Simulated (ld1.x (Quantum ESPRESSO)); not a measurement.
Building the RRKJ potential for arsenic (PBE, scalar-relativistic).

ld1.x (Quantum ESPRESSO) 7.5 was run on this input:

```
&input
   title='As', zed=33., rel=1, dft='PBE', iswitch=3,
   config='[Ar] 3d10 4s2 4p2.75',
   nld=3, rlderiv=1.85, eminld=-5.0, emaxld=5.0, deld=0.02
 /
 &inputp
   pseudotype=2, tm=.false., rho0=0.01, lloc=0,
   nlcc=.false.,
   file_pseudopw='As.UPF', file_wfcaegen='ae.wfc', file_wfcncgen='nc.wfc', file_beta='beta', file_chi='chi'
 /
3
4P  2  1   2.75   0.00  1.50  1.50  0.0
3D  3  2  10.00   0.00  1.20  1.20  0.0
4S  1  0   2.00   0.00  1.70  1.70  0.0
 &test
   configts(1)='3d10 4s2 4p2.75'
 /
```

Command:

```bash
ld1.x < As.in > As.out
```

Output (shortened: banner, matrices, multipoles, cross overlaps and the repeated all-electron block are left out):

```
Program LD1 v.7.5
     --------------------------- All-electron run ----------------------------

     As
     scalar relativistic calculation

     atomic number is 33.00
     dft =PBE   lsd =0 sic =0 latt =0  beta=0.20 tr2=1.0E-14
     Exchange-correlation= PBE
                           (   1   4   3   4   0   0   0)
     mesh =1209 r(mesh) =  99.83237 a.u. xmin = -7.00 dx = 0.01250
     1 Ry =  13.60569312 eV, c = 137.03599908

     n l     nl                  e(Ry)          e(Ha)          e(eV)
     1 0     1S 1( 2.00)      -861.5357      -430.7679    -11721.7907
     2 0     2S 1( 2.00)      -109.4402       -54.7201     -1489.0093
     2 1     2P 1( 6.00)       -95.9822       -47.9911     -1305.9037
     3 0     3S 1( 2.00)       -14.1522        -7.0761      -192.5499
     3 1     3P 1( 6.00)        -9.9901        -4.9950      -135.9218
     3 2     3D 1(10.00)        -3.1522        -1.5761       -42.8872
     4 0     4S 1( 2.00)        -1.2176        -0.6088       -16.5656
     4 1     4P 1( 2.75)        -0.5215        -0.2607        -7.0951

     final scf error:  5.9E-15 reached in  39 iterations

     Etot =   -4521.504093 Ry,   -2260.752046 Ha,  -61518.197140 eV

     Ekin =    4608.572028 Ry,    2304.286014 Ha,   62702.816744 eV
     Encl =  -10893.277544 Ry,   -5446.638772 Ha, -148210.591362 eV
     Eh   =    1930.299266 Ry,     965.149633 Ha,   26263.059455 eV
     Exc  =    -167.097843 Ry,     -83.548922 Ha,   -2273.481976 eV

     normalization and overlap integrals

     s(1S/1S) =  1.000000  <r> =   0.0455  <r2> =    0.0028  r(max) =   0.0296
     s(2S/2S) =  1.000000  <r> =   0.2028  <r2> =    0.0485  r(max) =   0.1701
     s(2P/2P) =  1.000000  <r> =   0.1772  <r2> =    0.0385  r(max) =   0.1358
     s(3S/3S) =  1.000000  <r> =   0.5983  <r2> =    0.4125  r(max) =   0.5239
     s(3P/3P) =  1.000000  <r> =   0.6172  <r2> =    0.4476  r(max) =   0.5239
     s(3D/3D) =  1.000000  <r> =   0.6781  <r2> =    0.5818  r(max) =   0.4740
     s(4S/4S) =  1.000000  <r> =   1.9241  <r2> =    4.2600  r(max) =   1.6136
     s(4P/4P) =  1.000000  <r> =   2.4835  <r2> =    7.2737  r(max) =   1.9709

     ------------------------ End of All-electron run ------------------------

     --------------------- Generating NC pseudopotential ---------------------

      Generating local pot.: lloc=0, matching radius rcloc =   1.7000

      Wfc   4P  rcut= 1.497  Estimated cut-off energy=       75.74 Ry
      This function has    0 nodes for 0 < r <    1.497

      Wfc   3D  rcut= 1.195  Estimated cut-off energy=      166.13 Ry
      This function has    0 nodes for 0 < r <    1.195

     ------------------- End of pseudopotential generation -------------------

     Computing logarithmic derivative in   1.83999
     Computing logarithmic derivative in   1.83999
     Computing the partial wave expansion
       no projector for channel:   0
     R is outside the sphere for l=    1 j= 0.00
     R is outside the sphere for l=    2 j= 0.00

     ---------------------- Testing the pseudopotential ----------------------

     As
     scalar relativistic calculation

     atomic number is 33.00   valence charge is 15.00
     dft =PBE   lsd =0 sic =0 latt =0  beta=0.20 tr2=1.0E-14
     mesh =1209 r(mesh) =  99.83237 xmin = -7.00 dx = 0.01250

     n l     nl             e AE (Ry)        e PS (Ry)    De AE-PS (Ry)
     3 2     3D   1(10.00)       -3.15215       -3.15215        0.00000
     1 0     4S   1( 2.00)       -1.21755       -1.21756        0.00001
     2 1     4P   1( 2.75)       -0.52148       -0.52148        0.00000

     eps = 1.3E-15  iter = 23

     Etot =   -4521.504093 Ry,   -2260.752046 Ha,  -61518.197140 eV
     Etotps =  -208.958761 Ry,    -104.479380 Ha,   -2843.028776 eV

     Ekin =     224.958972 Ry,     112.479486 Ha,    3060.722743 eV
     Encl =    -316.616029 Ry,    -158.308014 Ha,   -4307.780522 eV
     Ehrt =     180.768706 Ry,      90.384353 Ha,    2459.483542 eV
     Ecxc =     -24.257259 Ry,     -12.128629 Ha,    -330.036816 eV
     Epseu=    -273.813152 Ry,    -136.906576 Ha,   -3725.417722 eV

     ---------------------- End of pseudopotential test ----------------------
```

Generation and configuration tests took about 1.3 s on one core of a shared server CPU.
